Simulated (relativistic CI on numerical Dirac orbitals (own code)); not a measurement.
## Hyperfine structure of Tm63+, mass number 169

Computed by Dirac-Coulomb-Breit CI, KLI orbitals optimised for each configuration, model QED, unscaled Slater integrals (own radial code, finite nucleus).

Configurations in the expansion (outside the closed core 1s2): 2s²2p², 2s2p³, 2p⁴, 2p³3s, 2p³3p, 2p³3d, 2s²2p3s, 2s²2p3p, 2s²2p3d, 2s2p²3s, 2s2p²3p, 2s2p²3d, 2s²2p4s, 2s²2p4p, 2s²2p4d, 2s²2p4f. Levels of other configurations are missing.

Nuclear spin I = 1/2, μ = -0.231 μN (tables of Stone and Pyykkö). The electronic factors are computed for point nuclear moments, without core polarisation or the Bohr-Weisskopf and QED corrections.

```
     Level   E (eV)  A (GHz)
2s²2p² ³P1  1021.79    248.6
2s²2p² ¹D2  1039.96   -876.4
2s²2p² ³P2  2082.15   -318.4
2s2p³ ⁵S°2  2287.30    -1597
2s2p³ ³D°3  2330.61    -1971
2s2p³ ³S°1  2407.61     1808
2s2p³ ¹D°2  2417.55    136.1
2s2p³ ³P°1  2421.23    -4903
```

Levels with J = 0, under 50 % of one LS term, or S terms without an open s electron are left out. Small factors come from cancelling terms and can be off by tens of per cent or more.

At this charge energies of transitions that change n are usually good to better than 1 %, and those within a shell (Δn = 0) to a few per cent.

Question: Give the hyperfine levels of 2s²2p² ¹D2 relative to its centre of gravity.

Answer: With K = F(F + 1) − I(I + 1) − J(J + 1), E = AK/2: F = 3/2: 1315, F = 5/2: -876.4 GHz.

LS names give the leading component of a level, which can be under half, so a name can repeat, a term be missing and a line seem to break the LS rules.
